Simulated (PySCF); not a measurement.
AlH2O2F

The system: AlH2O2F, a small molecule; neutral, singlet. The structure, one conformer, was relaxed in the gas phase by PBE0-D3(BJ)/def2-SVP. No frequency run checks that it is a minimum.

SMILES: [OH][Al]([OH])[F]

Coordinates in Å:
```
O1      1.296   -0.722    0.055
Al2    -0.185    0.005   -0.310
O3     -1.000    0.979    0.799
F4     -0.888   -0.222   -1.792
H5      1.784   -1.282   -0.551
H6     -0.681    1.183    1.678
```

Shieldings: GIAO PBE0/pcSseg-2. Shifts are against computed references at the same level: H TMS (σ 31.24 ppm). Core levels by delta-SCF with SCAN, pcX-2 on the ionised atom and pcseg-1 elsewhere, spin-free X2C (2p3/2 is the spin-free 2p value less a third of a first-order spin-orbit splitting); from the vacuum level, for chosen atoms.

Q: Give the shieldings and core levels atom by atom.

A: 
| atoms | bonded to | σ (ppm) | δ (ppm) | core level (eV) |
| --- | --- | --- | --- | --- |
| O1 | 1 Al + 1 H | 320.1 | - | 1s 538.73 |
| Al2 | 1 F + 2 O | 477.5 | - | 2p3/2 81.82 |
| O3 | 1 Al + 1 H | 327.8 | - | 1s 538.69 |
| F4 | 1 Al | 386.1 | - | 1s 692.03 |
| H5 | 1 O | 30.08 | 1.17 | - |
| H6 | 1 O | 30.14 | 1.10 | - |

Values are those of this one static structure; atoms that internal rotation interchanges would show their mean in an NMR spectrum.

Q: By CAM-B3LYP/def2-SVPD (TDDFT singlets, Tamm-Dancoff triplets, ionisation by delta-SCF), where does absorption start, and what does vertical ionisation take?

A: The first singlet with intensity lies at 7.64 eV (f 0.113); what lies below it is dark. The lowest singlet lies at 7.07 eV (f 0.000), the strongest of the first 6 at 7.64 eV (f 0.113), the lowest triplet at 6.74 eV; vertical ionisation takes 12.31 eV.
